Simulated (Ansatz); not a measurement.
In₁₃Sb₁₄H₃₄⁺, a nanocrystal cut from wurtzite InSb (hydrogen-capped). The state is a singlet with charge 1. Geometry PBE-D4/def2-SVP.

```xyz
61

Sb   -4.303   -0.317    2.633
In   -3.841    2.330    1.458
Sb   -4.758    1.857   -1.233
Sb   -4.092   -2.539   -1.535
In   -3.611   -0.070   -3.043
Sb   -0.847    0.071    4.982
In   -2.167   -2.038    3.524
In   -0.332    2.723    3.842
Sb   -1.057    2.525    1.135
In   -0.536    5.210   -0.044
Sb   -0.557   -2.288    1.196
In   -1.967   -4.144   -0.430
In    0.049    0.207   -0.108
Sb   -0.856    0.426   -2.805
Sb    1.047    4.308   -2.245
In   -0.336    2.931   -4.332
Sb   -0.452   -4.122   -2.884
In    0.087   -1.677   -4.412
Sb    2.547    2.675    3.733
Sb    3.259   -1.718    3.460
In    1.725   -3.733    2.081
In    4.100    0.793    2.199
Sb    2.825    0.836   -0.303
In    3.673    3.372   -1.617
Sb    3.441   -3.691   -0.236
In    4.289   -1.211   -1.552
Sb    2.944   -1.500   -4.084
H    -5.405   -0.174    3.943
H    -5.336   -1.277    1.653
H    -4.817    3.463    2.341
H    -6.474    1.840   -1.311
H    -4.539    3.362   -2.024
H    -5.247   -2.309   -0.284
H    -5.073   -3.596   -2.470
H    -4.466   -0.211   -4.549
H    -1.684    0.243    6.472
H     0.572   -0.613    5.669
H    -2.625   -3.446    4.428
H    -0.971    3.894    4.954
H    -2.146    5.652   -0.542
H     0.444    5.913    1.212
H    -2.408   -5.699    0.201
H     1.410    5.804   -3.021
H    -1.963    3.519   -4.528
H     0.757    2.330   -5.548
H    -1.170   -5.292   -3.917
H     0.983   -5.021   -2.591
H    -0.412   -1.971   -6.050
H     3.231    2.926    5.288
H     2.971    4.203    3.081
H     2.486   -1.449    4.970
H     4.634   -2.511    4.117
H     1.535   -5.259    2.886
H     5.814    0.939    2.439
H     4.353    4.215   -0.254
H     4.489    2.737   -3.019
H     2.790   -4.818   -1.357
H     4.825   -4.629    0.156
H     6.022   -1.256   -1.670
H     3.386   -0.095   -4.962
H     3.755   -2.628   -5.093
```

In the def2 sets In, Sb take a core potential; there is no spin–orbit coupling. Single mean-field runs in def2-SVP, def2-TZVP are fitted with def2-universal-jkfit.

Problem. Estimate the orbital energies around the gap (eV) in Ansatz with PBE-D4/def2-SVP, PBE-D4/def2-TZVP, r2SCAN-D4/def2-SVP, PBE0-D4/def2-SVP, r2SCAN0-D4/def2-SVP.

Solution. 
```tsv
orbital	PBE-D4/def2-SVP	PBE-D4/def2-TZVP	r2SCAN-D4/def2-SVP	PBE0-D4/def2-SVP	r2SCAN0-D4/def2-SVP
HOMO−5	-7.95	-8.00	-8.17	-8.78	-8.92
HOMO−4	-7.85	-7.91	-8.05	-8.65	-8.79
HOMO−3	-7.83	-7.89	-8.04	-8.64	-8.79
HOMO−2	-7.83	-7.89	-8.04	-8.64	-8.79
HOMO−1	-7.58	-7.64	-7.77	-8.41	-8.55
HOMO	-7.57	-7.64	-7.77	-8.41	-8.55
LUMO	-5.35	-5.42	-5.25	-4.75	-4.72
LUMO+1	-5.17	-5.25	-5.07	-4.57	-4.54
LUMO+2	-5.03	-5.11	-4.89	-4.37	-4.31
LUMO+3	-4.97	-5.05	-4.80	-4.30	-4.26
LUMO+4	-4.89	-4.97	-4.80	-4.30	-4.26
LUMO+5	-4.89	-4.97	-4.80	-4.29	-4.20
```
